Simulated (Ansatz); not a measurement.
Mulliken charges of CH₃F₂NSi (`C=N[SiH](F)F`) from B3LYP/def2-TZVPP in Ansatz (PBE0-D4/def2-TZVP geometry).

```csv
atom,x (Å),y (Å),z (Å),charge (e)
C1,0.399,1.472,0.068,-0.070
N2,-0.393,0.571,0.446,-0.272
Si3,-0.390,-1.077,-0.015,0.832
F4,0.815,-1.443,-0.986,-0.318
F5,-0.200,-1.947,1.292,-0.305
H6,0.278,2.499,0.433,0.113
H7,1.236,1.308,-0.625,0.108
H8,-1.653,-1.440,-0.669,-0.087
```

By hand: the dipole of these point charges (1 e Å = 4.8032 D).

Σ q r = (-0.135, 0.447, -0.179) e Å, of length 0.500 e Å = 2.40 D.

How does the dipole of the full density compare? (Estimate.)

The calculation gave: (0.057, 0.406, -0.216) e Å, 2.23 D; the point charges give 1.08 times that, at 24° from its direction.

Point charges leave out the atoms' own dipoles, such as those of lone pairs, and Mulliken's split depends on the basis, so the two needn't agree.

B3LYP here is the variant with VWN-RPA as its local correlation; programs differ in this.
